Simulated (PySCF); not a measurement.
**Static response to an electric field**

Species: C7H7NO2.
SMILES with atom numbers: `[CH3:1][C:2](=[O:3])[O:4][c:5]1[cH:6][cH:7][n:8][cH:9][cH:10]1` (hydrogens: H11, H12, H13 on C1; H14 on C6; H15 on C7; H16 on C9; H17 on C10)

Structure used (PBE0-D3(BJ)/def2-SVP), in Å, numbered top down from 1:
```
atom  x, y, z in Å
C1     3.008   -0.084    0.018
C2     1.633   -0.448    0.488
O3     1.375   -1.230    1.357
O4     0.711    0.237   -0.237
C5    -0.648    0.110   -0.121
C6    -1.331   -0.723    0.765
C7    -2.727   -0.699    0.712
N8    -3.443    0.056   -0.114
C9    -2.769    0.844   -0.950
C10   -1.381    0.911   -0.998
H11    3.752   -0.513    0.699
H12    3.118    1.008   -0.042
H13    3.162   -0.485   -0.995
H14   -0.803   -1.362    1.466
H15   -3.291   -1.343    1.396
H16   -3.365    1.464   -1.629
H17   -0.861    1.568   -1.696
```

Level: CAM-B3LYP/def2-SVPD (PySCF), static field, nuclei fixed, core orbitals frozen in the response. The polarisability tensor in these axes (au):

```
x   122.58  -2.80   3.10
y    -2.80  77.51 -21.73
z     3.10 -21.73  81.20
```

Task: Give the principal values, the mean and the anisotropy Δα = √{½[(α1 − α2)² + (α2 − α3)² + (α1 − α3)²]}.

Result: Principal values 57.54, 100.38 and 123.37 au; mean 93.76 au = 13.89 Å³ = 15.46 × 10⁻⁴⁰ C²·m²/J; Δα = 57.86 au (62 % of the mean).

Task: What is the dipole moment, and where does it point?

Result: (2.97, 1.18, -1.38) D, 3.48 D in size, pointing from the negative to the positive side. Measured along this direction, the outermost atoms are H15 at the negative end and H12 and H13 at the positive end.

Task: Molar refractivity from α?

Result: Lorentz–Lorenz: R = (4π/3)N_A α = 2.5225 cm³/(mol·Å³) × 13.89 Å³ = 35.0 cm³/mol, in the limit of long wavelengths.

Task: Directions of the eigenvectors, and the extent of the frame along each?

Result: Largest value along (0.98, -0.12, 0.14), where the nuclei span 7.56 Å; middle along (-0.19, -0.67, 0.72), 4.62 Å; least along (0.00, 0.74, 0.68), 1.74 Å. The response follows the extents in order.

Task: Form Σ f/ω² (atomic units) for the 10 lowest TDDFT singlets, given as eV and f, and set it beside the mean polarisability, which is this sum over all singlets: 5.17, 0.0027; 5.41, 0.0000; 5.56, 0.0158; 5.70, 0.0023; 6.12, 0.1055; 6.85, 0.4718; 7.02, 0.4475; 7.56, 0.0068; 7.60, 0.0002; 7.63, 0.0366.

Result: They add up to 17.30 au, 18.4 % of the 93.76 au; the largest single term is 7.43 au, from the state at 6.85 eV. Terms in order: 0.07, 0.00, 0.38, 0.05, 2.08, 7.43, 6.72, 0.09, 0.00, 0.46 au. Higher excitations give the rest. The strengths listed sum to 1.089.

The structure is a single PBE0-D3(BJ)/def2-SVP conformer in the gas phase; no vibrational or solvent corrections.

The run behind these numbers computed excited states and ΔSCF ions as well. The run took 9.9 min on one thread, Arm Neoverse V2 (shared host).
